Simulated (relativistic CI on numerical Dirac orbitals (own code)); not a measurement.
# Pd⁴⁺: 3d photoemission

Computed with this model: Dirac-Coulomb-Breit CI, separate exchange-only KLI orbitals for each configuration, QED by a radiative potential, valence Slater integrals scaled by 0.7, multiplet model of photoemission in the sudden approximation; configurations [Kr] 4d6 → [Ar] 3d9 4s2 4p6 4d6; 80 K; Lorentzian 0.3 eV and Gaussian 0.5 eV FWHM. Energies are those of the free ion, without screening or charge transfer. The energies are binding energies and can lie tens of eV above those of solids. S is read from ⟨S²⟩ = S(S + 1).

Field parameters in Wybourne normalisation: Oh B⁴₀ = 21Dq, B⁴₄ = √(5/14) B⁴₀. The field is a parameter set, without covalency.

free ion: ground-state S = 1.97, centroid 407.78 eV. Peaks (eV, height): 404.3 (89), 405.2 (100), 407.1 (13), 408.8 (30), 410.0 (33), 411.7 (35), 413.2 (11), 414.6 (25).

Oh, 10Dq = 28350 cm⁻¹: ground-state S = 0.07, centroid 408.06 eV. Peaks (eV, height): 405.4 (100), 409.9 (20), 411.5 (29).

Strongest unbroadened transitions for Oh, 10Dq = 28350 cm⁻¹:

```csv
Energy (eV),Relative strength
405.33,100.0
405.43,45.7
408.04,2.0
409.30,8.3
409.64,1.5
409.80,6.9
409.90,10.5
410.15,3.2
410.23,5.8
410.57,2.3
411.20,2.1
411.43,2.8
411.44,8.7
411.48,8.3
411.52,8.0
411.54,5.1
411.97,2.3
417.06,1.5
```
